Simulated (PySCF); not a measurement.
CH4BClOSe, SMILES COB(Cl)[SeH].

Geometry optimised at B3LYP-D3(BJ)/def2-SVP. The structure was generated by enumeration, and PubChem lists no compound with its InChIKey, so it may never have been made. Other conformers were not sampled.

Two levels are set side by side: TDA-PBE/def2-SVPD (PySCF) and TDA-ωB97X/def2-SVPD (PySCF). Vertical, same geometry. The lowest singlet is HOMO→LUMO+1 99 % with PBE and HOMO→LUMO+2 68 %, HOMO→LUMO 22 % with the other functional; states are paired by order. Differences are taken from unrounded values.

| quantity | TDA-ωB97X |
|---|---|
| lowest singlet excitation (eV) | 5.83 |
| lowest triplet excitation (TDA) (eV) | 5.40 |
| first bright state (f over 0.05) (eV) | 6.58 |
| its oscillator strength | 0.14 |

What does TDA-PBE give, and how far is it from TDA-ωB97X? (The exact figures need the calculation; the answer reports its results.)


```json
[
 {"quantity": "lowest singlet excitation (eV)", "TDA-PBE": "5.45", "TDA-PBE minus TDA-ωB97X": "-0.38"},
 {"quantity": "lowest triplet excitation (TDA) (eV)", "TDA-PBE": "4.77", "TDA-PBE minus TDA-ωB97X": "-0.63"},
 {"quantity": "first bright state (f over 0.05) (eV)", "TDA-PBE": "5.78", "TDA-PBE minus TDA-ωB97X": "-0.80"},
 {"quantity": "its oscillator strength", "TDA-PBE": "0.13", "TDA-PBE minus TDA-ωB97X": "-0.01"}
]
```

A lower first singlet is the usual sign of a functional without exact exchange. Differences between two approximate levels are no errors against the true value.

Rough cost on one machine, each run with all the roots and properties that it gave: TDA-ωB97X against TDA-PBE about 5 times.
